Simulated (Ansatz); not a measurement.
Frontier orbitals of BrFH3NSi, SMILES `N[SiH](F)Br`.

Total charge 0; spin multiplicity 1. Correlated methods include outer-core shells of Br, which these sets cover unevenly. Scalar relativity is left out up to krypton. Geometry: relaxed with PBE0-D4/def2-TZVP. It is one conformer, not always the lowest. Basis def2-TZVPP, Ansatz.

| functional | HOMO (eV) | LUMO (eV) |
| --- | --- | --- |
| r2SCAN | -7.12 | 0.12 |

**Question.** Give HOMO and LUMO (eV) with LDA (SPW92), PBE, revPBE, BLYP, B97M-V, PBE0, B3LYP, r2SCANh, r2SCAN0, HSE06 (plane-wave form), BHLYP, CAM-B3LYP, LC-ωPBE, ωB97X-V, ωB97M-V, HF. (Estimate.)

**Answer.** Ansatz gave: 
```tsv
functional	HOMO	LUMO
LDA (SPW92)	-6.96	-0.58
PBE	-6.78	-0.31
revPBE	-6.71	-0.20
BLYP	-6.63	-0.23
B97M-V	-7.20	-0.02
PBE0	-8.23	0.58
B3LYP	-7.96	0.27
r2SCANh	-7.66	0.43
r2SCAN0	-8.47	0.88
HSE06 (plane-wave form)	-7.83	0.21
BHLYP	-9.52	1.25
CAM-B3LYP	-9.64	1.40
LC-ωPBE	-11.07	2.69
ωB97X-V	-10.68	2.51
ωB97M-V	-10.56	2.06
HF	-11.51	3.25
```

B3LYP here is the variant with VWN-RPA as its local correlation; programs differ in this. LC-ωPBE has ω = 0.4 bohr⁻¹. Positive LUMOs are unbound and depend on the basis.
